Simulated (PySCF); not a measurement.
How methods differ on the excitation energy of Nb²⁺

Nb²⁺ [Kr] 4d3 (4F) → Nb²⁺ [Kr] 4d2 5s1 (4F), as a difference of total energies. All numbers are calculated (PySCF 2.14, scalar relativity by spin-free X2C-1e, in x2c-TZVPPall with one added diffuse shell each of s, p, d, f type (9s7p7d3f1g, 95 functions)). Correlated levels: valence: [Kr] frozen. The calculations carry no spin-orbit coupling.

| method | excitation energy (eV) |
| --- | --- |
| UHF | 3.123 |
| MP2 (valence) | 3.204 |
| SCS-MP2 (valence) | 3.150 |
| CCSD (valence) | 3.207 |
| CCSD(T) (valence) | 3.207 |

Problem. How much does correlation contribute at CCSD(T) (valence)?

Solution. 3.207 − (3.123) = 0.084 eV, measured against UHF.

A first-order spin-orbit estimate (lowest level to lowest level, LS coupling) adds -0.013 eV.
